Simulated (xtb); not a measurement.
H4P2, triplet, from a rough starting geometry (a higher spin typed on purpose: for a closed-shell molecule this is an excited state); xtb 6.7.1 with GFN2-xTB.

The xtb input:
```
$ xtb mol.xyz --gfn 2 --uhf 2 --opt vtight --json

# file mol.xyz
6

P     -1.05288794    -0.34689865     0.53594793
P      1.07674416     0.19108510     0.57295915
H     -1.51036173     1.03406208     0.40508441
H     -1.19855947    -0.61600780    -0.88163002
H      1.46628245    -1.03874692     0.17639273
H      1.17885055     0.72339314    -0.71041624
```

It wrote (shortened):

```
   ID    Z sym.   atoms
    1   15 P      1, 2
    2    1 H      3-6

           -------------------------------------------------
          |                Calculation Setup                |
           -------------------------------------------------

           -------------------------------------------------
          |                 G F N 2 - x T B                 |
           -------------------------------------------------

          ...................................................
          :                      SETUP                      :
          :.................................................:
          :  # basis functions                  24          :
          :  # atomic orbitals                  22          :
          :  # shells                           10          :
          :  # electrons                        14          :
          :  max. iterations                   250          :
          :  Hamiltonian                  GFN2-xTB          :
          :  restarted?                      false          :
          :  GBSA solvation                  false          :
          :  PC potential                    false          :
          :  electronic temp.          300.0000000     K    :
          :  accuracy                    1.0000000          :
          :  -> integral cutoff          0.2500000E+02      :
          :  -> integral neglect         0.1000000E-07      :
          :  -> SCF convergence          0.1000000E-05 Eh   :
          :  -> wf. convergence          0.1000000E-03 e    :
          :  Broyden damping             0.4000000          :
          :  net charge                          0          :
          :  unpaired electrons                  2          :
          ...................................................

 iter      E             dE          RMSdq      gap      omega  full diag
   1     -6.9176616 -0.691766E+01  0.677E+00    0.40       0.0  T
   2     -6.9256464 -0.798478E-02  0.351E+00    0.23       1.0  T
   3     -6.9261148 -0.468473E-03  0.123E+00    0.24       1.0  T
   4     -6.9261844 -0.695634E-04  0.688E-01    0.22       1.0  T
   5     -6.9262329 -0.484809E-04  0.347E-01    0.23       1.0  T
   6     -6.9262657 -0.327849E-04  0.460E-01    0.23       1.0  T
   7     -6.9263090 -0.433691E-04  0.111E-01    0.23       1.0  T
   8     -6.9263119 -0.283097E-05  0.208E-02    0.23       2.0  T
   9     -6.9263120 -0.155063E-06  0.145E-02    0.23       2.8  T
[...]
 * total energy  :    -6.9614348 Eh     change       -0.3885376E-04 Eh
 * total energy  :    -6.9614361 Eh     change       -0.1311932E-05 Eh
 * total energy  :    -6.9614374 Eh     change       -0.1216276E-05 Eh
 * total energy  :    -6.9614387 Eh     change       -0.1356045E-05 Eh
 * total energy  :    -6.9614020 Eh     change        0.3666630E-04 Eh
 * total energy  :    -6.9614406 Eh     change       -0.3854001E-04 Eh
 * total energy  :    -6.9614420 Eh     change       -0.1414847E-05 Eh
 * total energy  :    -6.9614407 Eh     change        0.1301079E-05 Eh
 * total energy  :    -6.9614423 Eh     change       -0.1583680E-05 Eh
 * total energy  :    -6.9614422 Eh     change        0.7855604E-07 Eh
 * total energy  :    -6.9614425 Eh     change       -0.2762023E-06 Eh
 * total energy  :    -6.9614425 Eh     change       -0.4280246E-07 Eh
   *** GEOMETRY OPTIMIZATION CONVERGED AFTER 127 ITERATIONS ***
         :: total energy              -6.961442525498 Eh    ::
[...]
      -------------------------------------------------------------
                  HL-Gap            0.1244782 Eh            3.3872 eV
             Fermi-level           -0.3254335 Eh           -8.8555 eV

     #   Z          covCN         q      C6AA      α(0)
     1  15 P        2.867    -0.085   164.166    23.025
     2  15 P        2.866    -0.213   170.212    23.445
     3   1 H        0.977     0.061     2.183     2.309
     4   1 H        0.977     0.057     2.227     2.332
     5   1 H        0.977     0.055     2.246     2.342
     6   1 H        0.975     0.125     1.573     1.960

 Mol. C6AA /au·bohr⁶  :        995.163194
 Mol. C8AA /au·bohr⁸  :      45042.518793
 Mol. α(0) /au        :         55.413037

Wiberg/Mayer (AO) data.
largest (>0.10) Wiberg bond orders for each atom

 ---------------------------------------------------------------------------
     #   Z sym  total        # sym  WBO       # sym  WBO       # sym  WBO
 ---------------------------------------------------------------------------
     1  15 P    2.710 --     3 H    0.972     4 H    0.963     2 P    0.659
     2  15 P    2.546 --     5 H    0.968     6 H    0.870     1 P    0.659
     3   1 H    0.996 --     1 P    0.972
     4   1 H    0.997 --     1 P    0.963
     5   1 H    0.997 --     2 P    0.968
     6   1 H    0.975 --     2 P    0.870
 ---------------------------------------------------------------------------

Topologies differ in total number of bonds
Writing topology from bond orders to xtbtopo.mol

molecular dipole:
                 x           y           z       tot (Debye)
 q only:        0.138      -0.019      -0.164
   full:        0.286      -0.055      -0.325       1.109
molecular quadrupole (traceless):
                xx          xy          yy          xz          yz          zz
 q only:        2.331      -0.221      -0.862       0.222      -0.081      -1.469
  q+dip:        2.633      -1.103      -0.627       1.692      -0.064      -2.006
   full:        1.803      -1.169       0.041       2.171       0.775      -1.844

optimized geometry written to: xtbopt.xyz

           -------------------------------------------------
          | TOTAL ENERGY               -6.961442525498 Eh   |
          | GRADIENT NORM               0.000092239098 Eh/α |
          | HOMO-LUMO GAP               3.387224869393 eV   |
           -------------------------------------------------

normal termination of xtb
```
